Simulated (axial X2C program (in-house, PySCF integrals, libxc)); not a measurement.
**SnTe⁻: properties at the nuclei**

Calculated with an axial X2C code built on PySCF integrals: two-component X2C with atomic mean-field Coulomb and Gaunt terms, Gaussian nuclei, basis Te dyall-acv3z, Sn dyall-acv3z with contracted cores.

R = 2.650 Å (near the PBE0 minimum at charge -1 of the determinant lowest at the starting distance; the state shown can have its own minimum elsewhere).

Input and command:
```json
{"zs": [52, 50], "q": -1, "bas": ["dyall-acv3z", "dyall-acv3z"], "r0": 2.58, "levels": ["PBE0", "HF", "PBE50", "B3LYP", "TPSSh"], "nst": 3}
```
```bash
python soeom.py task.json out
```

Keys: zs atomic numbers; q charge; bas basis sets; r0 starting distance in Å; levels methods; nst determinants followed.

Determinant lowest in the PBE0 search, Ω = 1/2 (⟨Sz⟩ = -0.49, ⟨Lz⟩ = 0.99 at PBE0), spin on the atoms Te 0.01, Sn -0.51:

| level | Eeff magnitude (GV/cm) | Ws magnitude Te (kHz) | Ws magnitude Sn (kHz) | A∥/gI Te (MHz) | qzz Te (a.u.) | A∥/gI Sn (MHz) | qzz Sn (a.u.) |
| --- | --- | --- | --- | --- | --- | --- | --- |
| PBE0 | 0.135 | 0.206 | 0.308 | 707 | 1.88 | 1860 | -2.43 |
| HF | 1.18 | 0.359 | 1.66 | 620 | 2.36 | 1860 | -3.37 |
| PBE50 | 0.128 | 0.4 | 0.483 | 644 | 2.21 | 1890 | -2.77 |
| B3LYP | 0.311 | 0.342 | 0.0627 | 691 | 1.76 | 1730 | -2.28 |
| TPSSh | 0.205 | 0.0915 | 0.269 | 724 | 1.78 | 1820 | -2.20 |

Determinant 0.28 eV from it at PBE0 and this distance, Ω = 3/2 (⟨Sz⟩ = 0.51, ⟨Lz⟩ = 0.99 at PBE0), spin on the atoms Te 0.02, Sn 0.49:

```tsv
level	Eeff magnitude (GV/cm)	Ws magnitude Te (kHz)	Ws magnitude Sn (kHz)	A∥/gI Te (MHz)	qzz Te (a.u.)	A∥/gI Sn (MHz)	qzz Sn (a.u.)
PBE0	1.4	0.00841	0.53	162	1.85	88	-2.94
HF	8.7	0.892	2.48	104	2.80	-72.6	-3.63
PBE50	2.12	0.0389	0.763	154	2.26	99.9	-3.31
B3LYP	0.818	0.0324	0.335	151	1.72	159	-2.80
TPSSh	1.14	0.0251	0.441	174	1.73	88.5	-2.68
```

Eeff is the effective electric field on the electron electric dipole moment in this Ω state and Ws the scalar–pseudoscalar constant of the nucleus named (defined with the proton number Z and per Ω); A∥ (defined per Ω) follows by multiplying with gI = μI/(I μN); qzz is the electric field gradient, eQq0 = 234.96 MHz × Q/barn × qzz. The operators were transformed with the bare-nucleus X2C matrices; with these basis sets, hyperfine constants and field gradients can be off by tens of per cent, and where levels differ in sign neither size nor sign is settled.

Task: With gI(125Te) = -1.7770, gI(119Sn) = -2.0946 (g factors from the IAEA table of nuclear moments by Stone), turn the PBE0 values of the first state into constants in MHz.

Result: A∥(125Te) = 707 × -1.7770 = -1260 MHz; A∥(119Sn) = 1860 × -2.0946 = -3900 MHz.

Each state is one determinant with collinear spin. Unrestricted Hartree–Fock can overshoot spin polarisation at the nuclei. In the state Ω = 1/2 the sign of Eeff differs between levels (B3LYP against PBE0). For an anion, determinants above electron detachment, or with a positive highest level, are held by the basis set. Where Eeff spreads by more than a factor of two the levels disagree and none is to be relied on. The search compared states at one distance, so a state with another bond length can lie lower. The sign of Ws at Sn differs between levels in the first state. The sign of Ws at Te differs between levels in the second state. Further determinants of the search, some of them spin-mixed, are not shown. PBE0 term energies can be off by some tenths of an eV.
